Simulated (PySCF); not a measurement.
From one molecule to another.

First species: C₆H₈F₃NSi.
InChI=1S/C6H8F3NSi/c1-11-10-3-2-5(4-10)6(7,8)9/h2-4H,11H2,1H3

Second species: C11H7N.
SMILES: `C#CC(=C)C#Cc1ccncc1`

Levels: PBE0/pcSseg-1 for dipole moment, HOMO energy, LUMO energy and HOMO–LUMO gap; GFN2-xTB for rotational constant A and rotational constant C. Geometries: GFN2-xTB. Each species is one conformer at its optimised geometry, gas phase, non-relativistic unless stated; the electronic structure was computed with PySCF and density fitting.

The conformers computed, where there is a choice (atom-mapped SMILES and torsion angles):
- `[CH3:1][SiH2:2][n:3]1[cH:4][cH:5][c:6]([C:7]([F:8])([F:9])[F:10])[cH:11]1`: C1–Si2–N3–C4 179°, C5–C6–C7–F8 -48°

```csv
property,column X,column Y
dipole moment,5.07 D,2.34 D
HOMO energy,-6.79 eV,-6.97 eV
LUMO energy,0.22 eV,-2.17 eV
HOMO–LUMO gap,7.01 eV,4.80 eV
rotational constant A,2.073 GHz,2.725 GHz
rotational constant C,0.426 GHz,0.345 GHz
```

Q: Which column belongs to which species?

A: Column X is the first species and column Y the second. The first has 19 atoms and 92 electrons, the second 19 and 80.

Q: How does each property change from the first species to the second?

A: dipole moment -2.73 D; HOMO energy -0.18 eV; LUMO energy -2.39 eV; HOMO–LUMO gap -2.21 eV; rotational constant A +0.652 GHz; rotational constant C -0.081 GHz.

On the first: In atomic units the dipole is 1.99 e·bohr (1 au = 2.5417 D). A dipole of 5.07 D is allowed in C1, and pure rotational transitions are dipole-allowed.

On the second: The dipole equals about 7.8 × 10⁻³⁰ C·m (1 D = 3.33564 × 10⁻³⁰ C·m).
